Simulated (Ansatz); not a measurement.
Basis sets compared for AlSi6. Total charge 0; doublet. Geometry B3LYP-D4/def2-SVP. Ansatz on 4 threads of Intel Xeon on a shared host; times are rough, and most runs start from earlier orbitals.

```xyz
7

Al   -1.047    0.535   -0.313
Si    2.381   -1.423   -0.616
Si    1.149   -0.623    1.149
Si    1.360    0.581   -1.211
Si   -0.990   -1.270    1.580
Si   -2.753    0.135    1.374
Si   -0.100    2.063   -1.962
```

Another isomer (doublet) lies 1.58 eV lower at PBE0-D4/def2-TZVP; other spin states weren't run for this one.

Binding counts from free atoms (Al doublet, Si triplet) in the same basis, without a counterpoise term.

```
           level  functions  energy (Eh)  HOMO (eV)  LUMO (eV)  binding per atom (eV)  wall time
 PBE-D4/def2-SVP        126   -1977.7040      -5.21      -4.63                   3.18      5.5 s
PBE0-D4/def2-SVP        126   -1977.8505      -6.01      -4.08                   3.01       10 s
```

Task: Estimate the rows for PBE-D4/def2-TZVP (with forces), PBE0-D4/def2-TZVP.

Result: 
| level | functions | energy (Eh) | HOMO (eV) | LUMO (eV) | binding per atom (eV) | wall time |
| --- | --- | --- | --- | --- | --- | --- |
| PBE-D4/def2-TZVP (with forces) | 259 | -1978.3904 | -5.11 | -4.51 | 3.21 | 26 s |
| PBE0-D4/def2-TZVP | 259 | -1978.5318 | -5.90 | -3.92 | 3.06 | 68 s |
